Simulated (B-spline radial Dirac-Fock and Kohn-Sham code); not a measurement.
# Rb 4p1/2: cross section and angular parameters

System: the free rubidium atom in the configuration [Kr] 5s1; threshold 20.22 eV (orbital energy of the model). The computed values come from a radial finite-basis atomic code: Dirac-Hartree-Slater photoionisation with a Latter tail; cross sections with all multipoles, angular parameters from the dipole term and its interference with E2.

```csv
hν (eV),σ (kb),β,γ,δ
66.2,155,0.304,0.216,-0.017
80,106,-0.131,0.028,0.005
85.1,98.4,-0.140,-0.014,0.012
94,90.2,-0.050,-0.044,0.021
100,86.6,0.047,-0.042,0.025
134,75.0,0.611,0.070,0.024
150,70.9,0.804,0.116,0.020
186,62.1,1.094,0.171,0.013
202,58.3,1.181,0.178,0.010
212,56.0,1.227,0.180,0.008
235,51.1,1.315,0.175,0.006
604,15.3,1.657,-0.015,-0.001
620,14.7,1.659,-0.017,-0.001
643,?,?,?,?
769,10.3,1.669,-0.021,0.000
800,9.62,1.669,-0.018,0.000
932,7.32,1.665,0.000,0.001
1440,3.12,1.623,0.132,0.004
1550,2.67,1.611,0.165,0.005
1950,1.61,1.569,0.285,0.009
1990,1.54,1.564,0.297,0.010
2000,1.52,1.563,0.300,0.010
2290,1.11,1.533,0.383,0.013
4000,0.275,1.375,0.785,0.037
5414.7,0.121,1.271,1.025,0.060
6930,0.0598,1.177,1.222,0.086
8830,0.0293,1.079,1.412,0.118
8930,0.0283,1.074,1.421,0.119
10000,0.0201,1.027,1.508,0.137
12000,0.0114,0.950,1.643,0.170
```

Q: Give the values at 643 eV.

A: σ = 13.9 kb, β = 1.662, γ = -0.020, δ = -0.001.
